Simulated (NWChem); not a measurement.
Molecule: CH₂F₄Si; SMILES FC(F)[SiH](F)F

```xyz
8

F     -0.0791    -1.6645     1.1146
C      0.3971    -1.0129     0.0000
F     -0.0791    -1.6645    -1.1146
Si    -0.3297     0.7466     0.0000
F      0.2141     1.5156    -1.2959
F      0.2141     1.5156     1.2959
H      1.4906    -1.1014     0.0000
H     -1.8032     0.7157     0.0000
```
Atoms are numbered in this order, from 1.

Level: B3LYP/6-31G* (spherical d) (NWChem), optimised geometry, unscaled harmonic frequencies. 

```csv
frequency (cm⁻¹),IR intensity (km/mol)
55,1.6
115,2.6
234,35.0
256,6.9
301,0.7
363,23.4
533,2.7
760,26.3
828,71.9
850,12.4
903,228.7
1001,142.8
1080,219.2
1118,45.1
1356,13.2
1373,8.0
2346,108.4
3069,34.5
```

```
Quantity                                                                           Result
-----------------------------------------------------------------------  ----------------
zero-point energy                                                           23.6 kcal/mol
thermal correction to the enthalpy at 298.15 K (with zero-point energy)     28.4 kcal/mol
heat capacity Cv                                                         21.4 cal/(mol K)
entropy at 298.15 K and 1 atm (symmetry number 1)                        83.2 cal/(mol K)
dipole moment                                                                      0.19 D
```

Rigid rotor and harmonic oscillator; modes under 100 cm⁻¹ make the entropy uncertain.
